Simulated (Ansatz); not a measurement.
Frontier orbitals of AlGeH7Si, SMILES `[AlH2][SiH2][GeH3]`.

```xyz
10

Al   -0.142    2.149   -0.615
Si    1.011    0.091    0.027
Ge   -0.594   -1.632    0.430
H    -0.482    2.432   -2.140
H    -0.616    3.180    0.496
H     1.808    0.244    1.279
H     1.929   -0.410   -1.036
H     0.079   -2.951    0.845
H    -1.563   -1.211    1.551
H    -1.429   -1.893   -0.836
```

The species carries charge 0 and has multiplicity 1. Correlated methods include outer-core shells of Ge, which these sets cover unevenly. Scalar relativity is left out up to krypton. All single points use the PBE0-D4/def2-TZVP geometry. Basis def2-TZVPP, the Gaussian-basis code of Ansatz.

Orbital energies of one run (eV). Highest occupied ones, from the top: -7.25, -8.27, -8.46, -9.18, -9.52, -9.91, -11.25, -13.79, -15.70, -32.73, -32.74, -32.78, -32.81, -32.81. Empty: -2.38, -0.07, -0.03, 0.32, 0.77, 0.84.

Task: Which functional gave them?
A. B97M-V
B. LC-ωPBE
C. B3LYP
D. LDA (SPW92)

Result: C. HOMO energies: B3LYP -7.25, LDA (SPW92) -6.50, B97M-V -6.77, LC-ωPBE -9.93 eV.

B3LYP here is the variant with VWN-RPA as its local correlation; programs differ in this. LC-ωPBE has ω = 0.4 bohr⁻¹.
